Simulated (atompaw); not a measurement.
# u(r) = r·R(r): atom against pseudo-atom (chlorine)

Columns: radius, all-electron u(r) and pseudo u(r) of the 3s shell (level -20.69 eV) of chlorine in the configuration [Ne] 3s2 3p5; PBE, scalar-relativistic, PAW (atompaw) scheme, atompaw 4.2.0.5.

```json
{"r (bohr)": "0.062", "all-electron": "0.2176", "pseudo": "0.0721"}
{"r (bohr)": "0.123", "all-electron": "-0.0103", "pseudo": "0.1426"}
{"r (bohr)": "0.185", "all-electron": "-0.2556", "pseudo": "0.2134"}
{"r (bohr)": "0.246", "all-electron": "-0.3985", "pseudo": "0.2818"}
{"r (bohr)": "0.308", "all-electron": "-0.4355", "pseudo": "0.3497"}
{"r (bohr)": "0.369", "all-electron": "-0.3886", "pseudo": "0.4143"}
{"r (bohr)": "0.431", "all-electron": "-0.2846", "pseudo": "0.4775"}
{"r (bohr)": "0.492", "all-electron": "-0.1508", "pseudo": "0.5367"}
{"r (bohr)": "0.554", "all-electron": "-0.0014", "pseudo": "0.5935"}
{"r (bohr)": "0.615", "all-electron": "0.1461", "pseudo": "0.6455"}
{"r (bohr)": "0.677", "all-electron": "0.2881", "pseudo": "0.6943"}
{"r (bohr)": "0.738", "all-electron": "0.4148", "pseudo": "0.7377"}
{"r (bohr)": "0.800", "all-electron": "0.5278", "pseudo": "0.7770"}
{"r (bohr)": "0.862", "all-electron": "0.6240", "pseudo": "0.8112"}
{"r (bohr)": "0.923", "all-electron": "0.7025", "pseudo": "0.8395"}
{"r (bohr)": "0.985", "all-electron": "0.7664", "pseudo": "0.8627"}
{"r (bohr)": "1.046", "all-electron": "0.8145", "pseudo": "0.8801"}
{"r (bohr)": "1.108", "all-electron": "0.8495", "pseudo": "0.8920"}
{"r (bohr)": "1.169", "all-electron": "0.8720", "pseudo": "0.8983"}
{"r (bohr)": "1.231", "all-electron": "0.8841", "pseudo": "0.8991"}
{"r (bohr)": "1.292", "all-electron": "0.8869", "pseudo": "0.8948"}
{"r (bohr)": "1.354", "all-electron": "0.8820", "pseudo": "0.8854"}
{"r (bohr)": "1.415", "all-electron": "0.8706", "pseudo": "0.8718"}
{"r (bohr)": "1.477", "all-electron": "0.8537", "pseudo": "0.8539"}
{"r (bohr)": "1.538", "all-electron": "0.8327", "pseudo": "0.8328"}
{"r (bohr)": "1.600", "all-electron": "0.8081", "pseudo": "0.8081"}
```

How many radial nodes do the two functions have?

The all-electron 3s function has n − l − 1 = 2; the pseudo-wave has 0, since the states of the same l below it are removed with the core.

Where does each function peak?

Outermost all-electron maximum near 1.29 bohr, pseudo maximum near 1.23 bohr (to the table’s step).

Is the pseudo-wave norm-conserving?

No, it belongs to a PAW set: the norm inside the radius is not constrained, and the difference is carried by the augmentation charge.
